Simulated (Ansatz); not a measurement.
Start from `C[SiH2]C(F)(F)Cl` and change one atom or group to get `CC(F)(F)Cl`.

Ansatz, PBE0-D4/def2-TZVP geometries, multiplicity 1. Each molecule was computed in one conformer, which needn't be the lowest.

```
                                                                                  property  `C[SiH2]C(F)(F)Cl`
                                                     LUMO energy (ωB97M-V/def2-TZVPP) / eV                1.98
                                                      HOMO–LUMO gap (PBE0/def2-TZVPP) / eV                8.96
                                            size of the dipole moment (PBE/def2-TZVPP) / D                2.38
                                          size of the dipole moment (B3LYP/def2-TZVPP) / D                2.51
ideal-gas entropy at 298 K and 1 bar (rigid rotor, harmonic PBE0-D4/def2-TZVP) / J/(mol·K)                 372
                                                     HOMO–LUMO gap (B3LYP/def2-TZVPP) / eV                8.48
```

(1) Give the same properties after the change, and the shifts. (Best estimate.)

Answers

(1) The calculation gave: 
```
                                                                                  property  `CC(F)(F)Cl`  shift
                                                     LUMO energy (ωB97M-V/def2-TZVPP) / eV          2.75   0.77
                                                      HOMO–LUMO gap (PBE0/def2-TZVPP) / eV          9.81   0.85
                                            size of the dipole moment (PBE/def2-TZVPP) / D          2.06  -0.32
                                          size of the dipole moment (B3LYP/def2-TZVPP) / D          2.15  -0.36
ideal-gas entropy at 298 K and 1 bar (rigid rotor, harmonic PBE0-D4/def2-TZVP) / J/(mol·K)           307    -65
                                                     HOMO–LUMO gap (B3LYP/def2-TZVPP) / eV          9.20   0.72
```

With PBE0 the HOMO falls by 0.59 eV and the LUMO rises by 0.26 eV, so the gap widens by about 0.85 eV. PBE moves the HOMO by -0.49 eV and ωB97M-V by -0.68 eV. The zero-point energy changes by -40.4 kJ/mol with -9 modes. Dipoles are sizes alone; their direction can turn.

Positive LUMOs are unbound, so they and the gaps depend on the basis.

B3LYP here is the variant with VWN-RPA as its local correlation; programs differ in this.
